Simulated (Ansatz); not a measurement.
Cl$_{2}$HfI$_{2}$, SMILES `[Cl][Hf]([Cl])([I])[I]`, relaxed with RKS PBE-D4/def2-SVP in the Gaussian-basis code of Ansatz from a rough embedded geometry. The force threshold is 0.03 eV/Å; the program also tests the step.

The species carries charge 0 and has multiplicity 1. Hf, I takes the def2 core potential.

Start:

```xyz
5

Cl    2.938    0.042   -0.353
Hf   -0.003    0.059   -0.256
Cl   -0.102   -0.569    2.482
I    -1.355    2.542   -0.498
I    -1.478   -2.074   -1.374
```

```tsv
step	energy (eV)	largest force (eV/Å)	largest move (Å)
1	-42540.9564	2.898	0.000
2	-42542.8184	2.634	0.199
3	-42543.7144	0.890	0.198
4	-42543.8590	0.337	0.200
5	-42543.8824	0.030	0.074
```

End:

```xyz
5

Cl    2.327    0.059   -0.527
Hf    0.068   -0.012    0.052
Cl   -0.146   -0.478    2.327
I    -1.078    2.374   -0.482
I    -1.170   -1.944   -1.370
```

It took 6.5 s on 4 threads of an Intel Xeon 6975P-C on a shared host, with 0.21 GiB of host memory at the peak.
